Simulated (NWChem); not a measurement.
Si2H4OClF; SMILES F[SiH2]O[SiH2]Cl

```xyz
9

Si    -0.0566    -1.8334    -0.5278
F     -0.7663    -2.3246     0.8294
O      0.7854    -0.4517    -0.2313
Si     0.8931     1.0813     0.3436
Cl    -0.8209     2.1576    -0.1203
H     -1.1074    -1.5748    -1.5352
H      0.9142    -2.8631    -0.9523
H      2.0314     1.7496    -0.3181
H      1.0186     1.0731     1.8160
```
Atoms are numbered in this order, from 1.

Computed with NWChem. Pople sets run with spherical d functions. All runs use the structure optimised with B3LYP/6-31G* (spherical d).

### Question
What does the run give for PBE0/6-311G**? Quantities: highest occupied level (eV); orbital gap (eV); dipole (D).

### Answer
```json
{
  "highest occupied level (eV)": "-9.06",
  "orbital gap (eV)": "9.24",
  "dipole (D)": "1.80"
}
```
